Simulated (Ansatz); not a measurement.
Harmonic frequencies (cm⁻¹) at PBE0-D4/def2-TZVP from Ansatz: 46, 56, 176, 208, 228, 250, 297, 328, 409, 411, 451, 614, 738, 1108, 3854.

Each molecule was computed in one conformer, which needn't be the lowest.

Task: Which molecule is it?
A. `[NH]=[Mo](=[NH])([F])[Cl]`
B. `[O]=[Mo]([OH])(=[S])[Cl]`
C. `C[N]=[Mo](=[O])([Cl])[Cl]`
D. `[O]=[Mo]([OH])([Cl])([Cl])[Cl]`

Result: D.
